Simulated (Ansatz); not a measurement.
`P[SiH]1CS1` + H–F → `F[SiH]1CS1` + PH₃ at 298.15 K and 1 bar (cleavage of the Si–P bond).

Computed with Ansatz on PBE0-D4/def2-TZVP structures; ΔE is electronic, products minus reactants. CCSD(T)/CBS is the MP2 limit (def2-TZVPP, def2-QZVPP) plus CCSD(T) − MP2 in def2-TZVPP, frozen cores. This one scheme is used for every species. Each species was taken in one conformer, which may not be the lowest.

```
     species  CCSD(T)/CBS energy (Eh)  H − E (kJ/mol)  S (J/(mol·K))
`P[SiH]1CS1`              -1068.85395           163.4          331.3
         H–F               -100.39570            33.5          173.6
`F[SiH]1CS1`               -826.56648           120.0          298.1
         PH₃               -342.72256            73.1          210.2
```

H − E and S are ideal-gas, rigid-rotor, harmonic terms from PBE0-D4/def2-TZVP, for one conformer and one mirror image of each species. 1 Eh = 2625.50 kJ/mol, R = 8.31446 J/(mol·K).

Problem. By hand: ΔE, ΔH, ΔS and ΔG.

Solution. ΔE = (-826.56648) + (-342.72256) − (-1068.85395) − (-100.39570) = -0.03939 Eh = -103.4 kJ/mol. Δ(H − E) = 120.0 + 73.1 − 163.4 − 33.5 = -3.8, so ΔH = -107.2 kJ/mol. ΔS = 298.1 + 210.2 − 331.3 − 173.6 = 3.4 J/(mol·K). ΔG = -107.2 − 298.15 × (3.4)/1000 = -108.2 kJ/mol.

Problem. By hand: the equilibrium constant, and the temperature at which ΔG would vanish if ΔH and ΔS stayed fixed.

Solution. log₁₀ K = −ΔG/(RT ln 10) = 19.0. ΔH and −TΔS have one sign here, so there is no such temperature.

The number of gas molecules stays the same, so ΔS is small and ΔH decides. A doubt of 5 kJ/mol in ΔE shifts log₁₀ K by 0.9 here. Other conformers and mirror images would add mixing entropy, several J/(mol·K) or more a flexible species. These are equilibria of isolated gas molecules and say nothing of rates. Largest T1 diagnostic: 0.013 (customary marks: 0.02 for closed shells, 0.045 for open ones).

ΔS is within the doubt of such terms, so its sign, and with it that verdict, could turn.
